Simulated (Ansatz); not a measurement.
Program: Ansatz. Geometries: PBE0-D4/def2-TZVP. ΔE: electronic, gas phase. CCSD(T)/CBS is the MP2 limit (def2-TZVPP, def2-QZVPP) plus CCSD(T) − MP2 in def2-TZVPP, frozen cores. This one scheme is used for every species. DFT in def2-TZVPP. HSE06 is defined as in plane-wave codes. For Ti outer-core shells are correlated without core-valence functions, which leaves a few kJ/mol of doubt a bond. Scalar relativity is left out up to krypton. One conformer a species, not always the lowest.

`C[Si](C)(C)[O][Ti]([F])([F])[F]` + HCl → `[F][Ti]([F])([F])[Cl]` + trimethylsilanol  (ligand exchange at a Ti–O bond)

```
             level  ΔE (kJ/mol)  difference from CCSD(T)/CBS
            PBE-D4         15.6                         -9.6
           BLYP-D4         23.0                         -2.2
         r2SCAN-D4         14.6                        -10.6
        r2SCANh-D4         15.5                         -9.7
            B2PLYP         20.3                         -4.9
             HSE06         13.1                        -12.1
             BHLYP         21.4                         -3.8
     CCSD/def2-SVP         57.1                         31.9
CCSD(T)/def2-TZVPP         28.8                          3.6
SCS-MP2/def2-QZVPP         25.8                          0.6
       CCSD(T)/CBS         25.2                            0
```

Largest T1 diagnostic among the species: 0.024, so the coupled-cluster value is less sure than usual.

At CCSD(T), def2-SVP lies +27.1 kJ/mol from the extrapolated value and def2-TZVPP +3.6 kJ/mol. Leaving LDA and LC-ωPBE aside and taking each functional with its dispersion term where it has one, the values, not all of them listed here, spread over 13.6 kJ/mol, from B97M-V to CAM-B3LYP-D4. LDA lies +3.7 kJ/mol from PBE without D4. The D4 term adds +6.4 kJ/mol with B3LYP and +4.4 kJ/mol with PBE0; it sums over pairs of atoms, weighted by their polarisabilities, and B3LYP, whose exchange is more repulsive, gets the larger term.

CCSD(T)/CBS has its own doubt, a few kJ/mol and more with outer-core shells, so smaller differences from it don't rank the levels.

B3LYP here is the variant with VWN-RPA as its local correlation; programs differ in this.
